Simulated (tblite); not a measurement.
A tight-binding relaxation on `B(Cl)(Cl)[C@@H](CCl)C#C`.

Computed with GFN2-xTB geometry optimisation, gas phase (tblite 0.8.0). Start geometry: from a force field or distance geometry. The command runs a driver script over a list of jobs; the input below is this job's line of settings and its coordinates in Å.

Command:
```bash
OMP_NUM_THREADS=1 python probes_run.py task.json out
```

Input:
```
{"job": {"kind": "relax", "xc": "GFN2-xTB", "basis": "xTB"}, "charge": 0, "multiplicity": 1}
C      2.433900    -0.167700     0.197000
C      1.216900    -0.115500     0.326900
C     -0.230700    -0.073500     0.525900
C     -0.840300    -1.070800    -0.431100
Cl    -2.623600    -1.073300    -0.242300
B     -0.688700     1.418900     0.174200
Cl     0.596100     2.728700     0.535600
Cl    -1.845300     1.826800    -1.184500
H      3.490800    -0.202900     0.059600
H     -0.477000    -0.244700     1.581400
H     -0.495000    -2.082400    -0.099200
H     -0.535800    -0.944200    -1.469500
```

Give the output.

```
step      E/eV     max force
  0    -692.49441    2.969
  1    -692.59501    7.429
  2    -692.93066    1.654
  3    -693.01417    0.842
  4    -693.05038    0.691
  5    -693.07570    0.537
  6    -693.09396    0.383
  7    -693.10350    0.248
  8    -693.11090    0.278
  9    -693.11749    0.215
... (90 lines left out)
100    -693.21078    0.025
101    -693.21090    0.023
102    -693.21103    0.028
103    -693.21112    0.024
104    -693.21117    0.036
105    -693.21119    0.050
106    -693.21123    0.014
107    -693.21128    0.025
108    -693.21130    0.020
109    -693.21131    0.008
```

«max force» is the largest atomic force in eV/Å.

From which step on does the largest force stay under 0.1 eV/Å, and how much energy is left to gain from there?

From step 76 (0.060 eV/Å), 5.4 meV above the end.

In short: energy lowered by 16.5 kcal/mol over 109 steps; largest atomic force 0.008 eV/Å at the end.

Where do the atoms end?

0.503 Å rms from the input after alignment:
```
atom  x, y, z in Å
C1     2.4644   -0.2447    0.0037
C2     1.2919   -0.1425    0.2202
C3    -0.1401   -0.0038    0.4592
C4    -0.8745   -1.1078   -0.3098
Cl5   -2.6265   -1.0071    0.0112
B6    -0.5560    1.4943    0.0244
Cl7   -0.5189    2.7579    1.1792
Cl8   -0.9449    1.8509   -1.6025
H9     3.4938   -0.3513   -0.1674
H10   -0.3099   -0.1555    1.5313
H11   -0.5426   -2.0956    0.0092
H12   -0.7354   -0.9956   -1.3848
```

On one thread of an Intel Xeon at 2.70 GHz, on a shared host, this took 1.2 s.
Labels such as C1 count atoms from 1, the log's own numbers from 0.
